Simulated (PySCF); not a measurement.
## Polarisability and C₆ of Cd³⁺ (cadmium, charge +3)

[Kr] 4d9, 2D determinant. All numbers are calculated (PySCF 2.14, scalar relativity by spin-free X2C-1e, in x2c-TZVPPall with one added diffuse shell each of s, p, d, f type (9s7p7d3f1g, 95 functions)). Coupled (time-dependent) response in atomic units; α is the mean over directions.

```csv
method,mean α (bohr³),"α xx, yy, zz",C₆ (like pair),S(−4)
UHF,3.419,"3.350, 3.350, 3.556",15.03,1.775
PBE,3.751,"3.679, 3.679, 3.897",16.66,2.424
PBE0,3.631,"3.560, 3.560, 3.773",16.07,2.173
```

S(−4) is the Cauchy moment in α(ω) = α(0) + S(−4) ω² + …

Spin-orbit coupling is absent.

α(iu) at PBE0:

| u (hartree) | α(iu) (bohr³) |
| --- | --- |
| 0 | 3.631 |
| 0.0500 | 3.626 |
| 0.100 | 3.610 |
| 0.200 | 3.548 |
| 0.300 | 3.452 |
| 0.500 | 3.196 |
| 0.750 | 2.833 |
| 1.00 | 2.487 |
| 1.50 | 1.915 |
| 2.00 | 1.496 |
| 3.00 | 0.9598 |
| 5.00 | 0.4710 |

A single London oscillator, α(iu) = α/(1 + u²/ω²), gives C₆ = (3/4) ω α². Matching the computed C₆ needs ω = 4 × 16.07 / (3 × 3.631²) = 1.63 hartree.

For an ion, C₆ is the dispersion term alone; charge-induced terms of lower order in 1/R come first.

The components differ because the open shell of this determinant is not spherical; for a pure term their mean is the scalar polarisability.
